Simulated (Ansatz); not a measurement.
All numbers were calculated with Ansatz.

A structure relaxed at PBE0-D4/def2-TZVP, charge 0, multiplicity 1:

```xyz
9

C     1.434   -0.140    0.486
S     0.271   -1.261   -0.360
Si   -1.349    0.037   -0.491
F    -1.850    0.533    0.920
F    -2.538   -0.701   -1.209
F    -1.016    1.349   -1.300
H     2.353   -0.709    0.617
H     1.053    0.153    1.463
H     1.642    0.738   -0.123
```

(1) Give its formula and SMILES.

(2) Point group (tolerance 0.08 Å, 0.16 Å for H)?

(3) Summarise the bond lengths by kind.

## Answers

(1) CH3F3SSi, `CS[Si](F)(F)F`.

(2) Cs.

(3) 1 × C–S 1.824 Å; 3 × C–H 1.089 Å; 1 × S–Si 2.080 Å; 3 × F–Si 1.572 to 1.577 Å.
